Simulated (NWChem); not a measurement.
SiHSCl, singlet; SMILES [Si](S)Cl

```xyz
4

Si     0.9697     0.0396     0.0000
Cl    -0.4316     1.6010     0.0000
S     -0.4349    -1.5853     0.0000
H      0.5373    -2.5274     0.0000
```
Atoms are numbered in this order, from 1.

Computed with NWChem. Pople sets run with spherical d functions. Low-valent species are run as closed-shell singlets; no triplet was tried in these runs. All runs use the structure optimised with PBE0/def2-SVP. GIAO values for the isolated, static molecule; σ is the absolute isotropic shielding, δ = σ(reference) − σ with the isolated reference molecule computed at the same levels (1H: tetramethylsilane, 29Si: tetramethylsilane).

```tsv
level	δ Si1 (ppm)	σ Cl2 (ppm)	σ S3 (ppm)	δ H4 (ppm)
B3LYP/6-311G**	392.2	529.5	197.7	5.03
PBE/pcSseg-1	?	?	?	?
LDA (Slater exchange, VWN5)/pcSseg-1	382.5	437.1	156.7	5.55
PBE0/pcSseg-1	375.5	527.2	224.7	5.08
```

Fill in the missing entries.


- PBE/pcSseg-1, δ Si1 (ppm): 362.9
- PBE/pcSseg-1, σ Cl2 (ppm): 475.5
- PBE/pcSseg-1, σ S3 (ppm): 191.4
- PBE/pcSseg-1, δ H4 (ppm): 5.18
